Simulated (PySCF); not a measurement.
LDA on Sb (antimony, neutral), [Kr] 4d10 5s1 5p3 5d1, high-spin 6D determinant (an excited configuration). Calculation: PySCF 2.14, in aug-cc-pwCVDZ-PP with ECP28MDF; scalar relativity through the core potential.

```
cycle= 1 E= -239.310505572775  delta_E= -0.0103  |g|= 0.105  |ddm|= 1.02
cycle= 2 E= -239.310932771548  delta_E= -0.000427  |g|= 0.0873  |ddm|= 0.314
cycle= 3 E= -239.312295514564  delta_E= -0.00136  |g|= 0.00363  |ddm|= 0.173
cycle= 4 E= -239.312302209403  delta_E= -6.69e-06  |g|= 4.52e-05  |ddm|= 0.0178
cycle= 5 E= -239.312302209837  delta_E= -4.34e-10  |g|= 2.94e-06  |ddm|= 0.000109
converged SCF energy = -239.312302209837  <S^2> = 8.7511706  2S+1 = 6.0003902
```

Highest occupied orbital energy: 0.610 eV; ⟨L²⟩ = 6.00; populations by l: s 3.00, p 9.00, d 11.00, f 0.00.

(1) Can this result be used?

Results:

(1) Not for this state. The calculation finished and met its thresholds. Energies and moments cover only the electrons outside the core potential. The outer electron is Rydberg-like, and this basis confines it to a smaller radius and binds it less than a complete one would. At LDA the highest occupied level has a positive energy, so only the finite basis holds that electron; for this excited configuration the basis is too tight for the outer shell.
